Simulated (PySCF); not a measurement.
hexa-1,5-dien-3-yne (C6H6), SMILES C=CC#CC=C. Atoms are numbered in the order given.

```xyz
12

C      0.0000     2.8118     0.6721
C      0.0000     2.0283    -0.4186
C      0.0000     0.6100    -0.3941
C      0.0000    -0.6100    -0.3941
C      0.0000    -2.0283    -0.4186
C      0.0000    -2.8118     0.6721
H      0.0000     3.9000     0.5776
H      0.0000     2.3865     1.6788
H      0.0000     2.4930    -1.4123
H      0.0000    -2.4930    -1.4123
H      0.0000    -2.3865     1.6788
H      0.0000    -3.9000     0.5776
```

Geometry: PBE0-D3(BJ)/def2-SVP.

Level of theory: ωB97X/def2-TZVP run with PySCF.

Symmetry labels are those of the subgroup C2v that the program uses (full group C2v).

Computed valence orbital energies around the gap with their symmetry:
| orbital | symmetry | energy (eV) |
|---|---|---|
| HOMO−7 | B2 | -15.21 |
| HOMO−6 | A1 | -15.20 |
| HOMO−5 | B2 | -13.34 |
| HOMO−4 | A1 | -13.20 |
| HOMO−3 | B1 | -12.75 |
| HOMO−2 | A2 | -11.12 |
| HOMO−1 | A1 | -10.12 |
| HOMO | B1 | -8.63 |
| LUMO | A2 | 0.47 |
| LUMO+1 | B1 | 2.70 |
| LUMO+2 | B2 | 3.00 |
| LUMO+3 | A1 | 4.01 |
